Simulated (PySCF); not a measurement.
# Bond curve of KN⁻

Set-up: basis K def2-SVPD, N def2-SVPD; no relativity; PySCF 2.14. Energies in eV from K⁻ + N in their ground configurations at the same level. State: ⁴Σ⁻ (quartet), unpaired electrons σ ↑, π ↑↑.

```
R (Å)   r²SCAN     PBE0
2.330  -0.6610  -0.6223
2.438  -0.8306  -0.7818
2.546  -0.9228  -0.8639
2.628  -0.9566  -0.8906
2.709  -0.9694  -0.8963
2.790  -0.9671  -0.8870
2.899  -0.9475  -0.8586
3.034  -0.9071  -0.8079
3.197  -0.8466  -0.7367
3.413  -0.7599  -0.6391
```

Task: Put a parabola through the three lowest points of the r²SCAN curve and estimate Re, k and ωe (reduced mass 10.3 u; 1 eV/Å² = 0.16022 mdyn/Å; ωe = 1302.8·√(k/μ) cm⁻¹).

Result: Through R = 2.628, 2.709, 2.79 Å the second-order coefficient is 1.15 eV/Å², so Re ≈ 2.737 Å, k ≈ 0.369 mdyn/Å and ωe ≈ 246 cm⁻¹. A polynomial fit of higher order to the unrounded r²SCAN energies gives Re = 2.733 Å, k = 0.330 mdyn/Å, ωe = 233 cm⁻¹; anharmonicity and rounding make the difference.

The higher-order fit for each curve: r²SCAN: Re = 2.733 Å, ωe = 233 cm⁻¹, De = 0.97 eV; PBE0: Re = 2.695 Å, ωe = 252 cm⁻¹, De = 0.90 eV.

For an ion De counts to the pair picked by the measured ionisation energies or electron affinities, which need not be the lowest pair at this level. The highest Kohn–Sham level is positive in this anion. Much of that is self-interaction error, but it also means that the finite basis helps to hold the extra electron. The state is the lowest determinant that a PBE0 search found; another state may lie lower at other levels.
